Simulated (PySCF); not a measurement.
Excitation energy of N⁺ by level of theory

N⁺ [He] 2s2 2p2 (3P) → N⁺ [He] 2s1 2p2 3d1 (high-spin determinant), as a difference of total energies. Calculation: PySCF 2.14, in dyall-acv3z (15s9p4d2f, 76 functions); the non-relativistic Hamiltonian (point nucleus). Correlated levels: valence: 1s2 frozen; valence and next inner shell: nothing frozen; virtual orbitals above 40 to 60 times the deepest correlated orbital energy dropped. The calculations carry no spin-orbit coupling.

```csv
method,excitation energy (cm⁻¹)
UHF,238750
LDA,248090
PBE,246360
PBE0,247490
r2SCAN,245570
TPSS,249260
BP86,247500
B97-3,250460
revPBE,246270
MP2 (valence),250960
SCS-MP2 (valence),254480
MP2 (valence and next inner shell),251290
SCS-MP2 (valence and next inner shell),254760
```

The upper state lies above the first ionisation limit, but in LS coupling its spin forbids autoionisation to the ground ion. A Rydberg-like electron needs more diffuse functions than a valence basis has.

The promoted electron is Rydberg-like, and one or two diffuse shells describe it only roughly, which tends to raise the upper state.

The determinant of the upper state mixes LS terms, which raises its energy above the lowest term, most at the Hartree-Fock and MP2 levels.
